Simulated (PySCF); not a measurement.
Ga(F)(vinyl)(OH) (C2H4FGaO), SMILES [CH](=C)[Ga]([F])[OH]. Heavy atoms are numbered as in [Ga:1]([F:2])([CH:3]=[CH2:4])[OH:8]. Hydrogens are named by the atom that carries them.

Coordinates come from a PBE-D3(BJ)/def2-SVP optimisation. The structure was generated by enumeration; whether it is a known compound was not checked. Other conformers were not sampled.

Calculation: PBE/def2-TZVP in PySCF.

Atomic charges (e), one atom of each kind:

```tsv
atom	Mulliken	Löwdin
Ga1	0.57	0.20
F2	-0.36	-0.12
C3 (CH)	…	-0.31
C4 (CH2)	-0.23	-0.18
H on C3	…	0.15
H on C4	…	0.13
O8 (OH)	-0.49	-0.19
H on O8	…	0.18
```

Q: Some entries are withheld; supply them. (Estimate from the structure and the level; the computed values follow.)

A: 
- C3 (CH), Mulliken: -0.22
- H on C3, Mulliken: 0.14
- H on C4, Mulliken: 0.13
- H on O8, Mulliken: 0.31
